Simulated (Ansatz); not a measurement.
Reaction (ligand exchange at the Si–F bond): `F[SiH2]OP` + NH₃ → `N[SiH2]OP` + H–F

Computed with Ansatz on PBE0-D4/def2-TZVP structures; ΔE is electronic, products minus reactants. CBS: MP2 limit from def2 TZ/QZ plus the TZ coupled-cluster correction, frozen cores. This one scheme is used for every species. DFT in def2-TZVPP. HSE06 is defined as in plane-wave codes. Each species was taken in one conformer, which may not be the lowest.

`F[SiH2]OP`:

```xyz
8

F     1.941   -0.796    0.854
Si    0.963   -0.762   -0.403
O    -0.500   -0.206    0.055
P    -1.012    1.350    0.276
H     1.574    0.138   -1.406
H     0.773   -2.147   -0.872
H    -2.357    1.167   -0.151
H    -1.383    1.256    1.648
```

NH₃:

Z-matrix (Å, degrees):
```
N
H 1 1.013
H 1 1.013 2 107.1
H 1 1.013 2 107.1 3 -114.5
```

`N[SiH2]OP`:

```xyz
10

N     1.368   -0.758   -0.960
Si   -0.265   -0.882   -0.496
O    -0.947    0.493    0.133
P    -0.488    1.232    1.527
H     2.115   -0.890   -0.299
H     1.663   -0.232   -1.765
H    -1.089   -1.158   -1.692
H    -0.331   -1.950    0.531
H    -0.247    2.542    1.018
H    -1.779    1.603    2.001
```

H–F:

Cartesian coordinates in Å:
```
F 0.342 0.101 0.290
H -0.342 -0.101 -0.290
```

```csv
level,ΔE (kJ/mol),difference from CCSD(T)/CBS
r2SCAN-D4,87.1,3.7
r2SCANh-D4,86.3,2.9
HSE06-D4,78.8,-4.6
BHLYP-D4,89.0,5.6
ωB97X-V,86.4,3.0
PBE0,82.5,-0.9
CAM-B3LYP,92.3,8.9
LC-ωPBE,83.6,0.2
CCSD/def2-TZVPP,87.1,3.7
HF/def2-QZVPP,101.4,18.0
CCSD(T)/CBS,83.4,0
```

Task: What do rigid-rotor, harmonic-oscillator terms from PBE0-D4/def2-TZVP frequencies (298.15 K, 1 bar) make of the CCSD(T)/CBS value? (Best estimate.)

Result: Computed: ΔZPE = -5.0 kJ/mol, ΔH = +79.7 kJ/mol, ΔS = -4 J/(mol·K), ΔG = +80.8 kJ/mol.

Largest T1 diagnostic among the species: 0.013.

Leaving LDA and LC-ωPBE aside and taking each functional with its dispersion term where it has one, the values, not all of them listed here, spread over 16.8 kJ/mol, from revPBE-D4 to B97M-V. LDA lies −8.9 kJ/mol from PBE without D4. In def2-TZVPP, CCSD(T) changes the Hartree–Fock value by −15.0 kJ/mol (the triples alone add −2.2 kJ/mol) and MP2 by −17.5 kJ/mol. The D4 term adds −6.4 kJ/mol with B3LYP and −3.5 kJ/mol with PBE0; it sums over pairs of atoms, weighted by their polarisabilities, and B3LYP, whose exchange is more repulsive, gets the larger term.

B3LYP here is the variant with VWN-RPA as its local correlation; programs differ in this.
